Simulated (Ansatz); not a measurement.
```yaml
crystal:
  periodic: [false, false, false]
  atoms:
    - {symbol: C, position_ang: [-3.100600, 1.707963, 1.871761]}
    - {symbol: O, position_ang: [-1.256201, 2.158712, 0.003988]}
    - {symbol: B, position_ang: [0.526829, 0.481376, -0.712242]}
    - {symbol: C, position_ang: [2.411804, 1.326991, -2.830002]}
    - {symbol: Si, position_ang: [0.803816, -3.047250, 0.866270]}
    - {symbol: H, position_ang: [-2.922966, 3.141163, 3.345160]}
    - {symbol: H, position_ang: [-2.901416, -0.164618, 2.726923]}
    - {symbol: H, position_ang: [-4.972060, 1.861234, 1.016611]}
    - {symbol: H, position_ang: [2.333868, 0.017526, -4.432946]}
    - {symbol: H, position_ang: [2.049023, 3.239832, -3.515772]}
    - {symbol: H, position_ang: [4.363029, 1.224006, -2.142474]}
    - {symbol: H, position_ang: [1.196503, -2.950755, 3.659547]}
    - {symbol: H, position_ang: [2.967806, -4.465865, -0.240958]}
    - {symbol: H, position_ang: [-1.523621, -4.585683, 0.438746]}
basis:
  gaussian: {orbitals: STO-3G}
magnetization: {spin_polarized: true, initial_magnetization: 0}
hamiltonian: {xc: {name: r2SCAN50}, dispersion: d3bj}
output: {forces: true}
```

```sh
$ ansatz run in.yaml --threads 4 --pin off --events-out ev --progress --plain --max-ram 10444MiB
```

Shortened log:

```
Warning: the engine holds no damping parameters fitted to this dispersion correction and functional, so the run takes those fitted to r2scan50 beside the three-body term, which d3bj leaves out (hamiltonian.dispersion, under Limitations)
Functional definition: r2SCAN50
456 factors; integrals over basis functions are off by at most 6.8e-5 eV
mean field evaluation 1: about -12540.8645 eV, gradient 4.3e1 eV
mean field evaluation 2: about -11941.4186 eV, gradient 9.0e1 eV
mean field evaluation 4: about -12208.3427 eV, gradient 6.3e1 eV
mean field evaluation 8: about -12590.3225 eV, gradient 1.8e0 eV
mean field evaluation 16: about -12601.3749 eV, gradient 5.4e0 eV
mean field evaluation 32: about -12606.0284 eV, gradient 4.2e-1 eV
mean field evaluation 128: about -12602.3989 eV, gradient 6.2e0 eV
mean field -12606.63096120 eV, -463.2851427428 hartree, gradient 8.4e-7 eV, S^2 7.540633; 8 other end points of the search recorded, 0 dependent functions left out
reference -12606.63097195 eV, -463.2851431379 hartree; 24, 24 occupied and 14, 14 virtual orbitals, 456 factors
Total energy: -12606.73708962 eV, -463.2890428902 hartree
Atom 0 at    -3.100600     1.707963     1.871761 Å, force    -1.100640     0.072636     0.931339 eV/Å
Atom 1 at    -1.256201     2.158712     0.003988 Å, force     0.115411    -0.264013     0.030136 eV/Å
Atom 2 at     0.526829     0.481376    -0.712242 Å, force     0.457912     0.428881    -0.625579 eV/Å
Atom 3 at     2.411804     1.326991    -2.830002 Å, force     0.482742     0.176464    -0.525536 eV/Å
Atom 4 at     0.803816    -3.047250     0.866270 Å, force     0.714013    -0.403492     0.479232 eV/Å
Atom 5 at    -2.922966     3.141163     3.345160 Å, force    -0.176898    -1.270456    -1.322651 eV/Å
Atom 6 at    -2.901416    -0.164618     2.726923 Å, force    -0.143181     1.336464    -0.608709 eV/Å
Atom 7 at    -4.972060     1.861234     1.016611 Å, force     1.666676    -0.118400     0.773329 eV/Å
Atom 8 at     2.333868     0.017526    -4.432946 Å, force     0.033675     1.057282     1.327281 eV/Å
Atom 9 at     2.049023     3.239832    -3.515772 Å, force     0.284684    -1.599701     0.589912 eV/Å
Atom 10 at     4.363029     1.224006    -2.142474 Å, force    -1.609782     0.078806    -0.527269 eV/Å
Atom 11 at     1.196503    -2.950755     3.659547 Å, force    -0.151580    -0.052778    -0.946943 eV/Å
Atom 12 at     2.967806    -4.465865    -0.240958 Å, force    -0.758464     0.463818     0.381271 eV/Å
Atom 13 at    -1.523621    -4.585683     0.438746 Å, force     0.185432     0.094489     0.044189 eV/Å
Dipole moment:    -0.559331    -0.041648     0.308415 e Å
```

In this input the coordinates are in bohr but typed as ångström. The run converged. The result belongs to that input, not to the molecule as meant.
